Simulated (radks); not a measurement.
Spherical quantum dot in the effective-mass picture: electrons in a well V = -V0 / (1 + exp((r - R)/a)) with V0 = 12.7, R = 4.88, a = 0.19, all in effective atomic units (hartree* = m*/eps^2 hartree, bohr* = eps/m* bohr), one dielectric constant everywhere. Calculated with a radial shooting solver with Libxc functionals: non-relativistic Kohn-Sham, LDA (Slater exchange, Perdew-Wang correlation), spin-polarised, spherical densities. Levels are named by radial order and angular momentum (1s, 1p, 1d, 2s, ...), and open shells are averaged over m.

N = 7, configuration 1s2 1p(up 3, down 2). This is the lowest configuration that the search found. Occupied and some empty levels:

level,occupation,eigenvalue (hartree*),<r> (bohr*)
1s up,1,-10.639,2.907
1s down,1,-10.621,2.904
1p up,3,-10.491,3.131
1p down,2,-10.473,3.132
1d up,0,-10.261,3.298
1d down,0,-10.243,3.301
1f up,0,-9.9620,3.432
1f down,0,-9.9446,3.434
2s up,0,-9.9332,2.262
2s down,0,-9.9210,2.260

Energy (hartree*): total -80.3825, kinetic 2.4818, external -88.345, Hartree 7.2356, exchange-correlation -1.7546.
